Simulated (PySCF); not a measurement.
F₂Si, SMILES F[Si]F (connectivity only; charge and spin as stated), charge +1, multiplicity 2. Atoms are numbered in the order given.

```xyz
3

F      0.0000    -1.3291     0.3369
Si     0.0000     0.0000    -0.4332
F      0.0000     1.3291     0.3369
```
Charge +1, spin multiplicity 2.

The structure is a stationary point at r2SCAN-D4/def2-TZVP. The isomer is the one that the SMILES or the coordinates give; other isomers of the formula were not compared.

Calculation: PBE0/pcH-1 in PySCF.

Unrestricted Kohn–Sham, ⟨S²⟩ = 0.752. Hyperfine tensors hold the contact and dipolar terms, without spin-orbit corrections.

Computed hyperfine couplings:
```csv
nucleus,A(iso) (MHz),A(iso) (G),dipolar principal values (MHz)
19F no. 1,274.6,98.0,"-243.8, -204.0, 447.8"
29Si no. 2,-1917.4,-684.2,"-106.1, 46.1, 60.0"
19F no. 3,274.6,98.0,"-243.8, -204.0, 447.8"
```

Problem. And the g tensor (effective nuclear charges for spin-orbit coupling, GIAO)? (The exact figures need the calculation; the answer reports its results.)

Solution. principal values 1.9955, 2.0011, 2.0013; isotropic 1.9993.
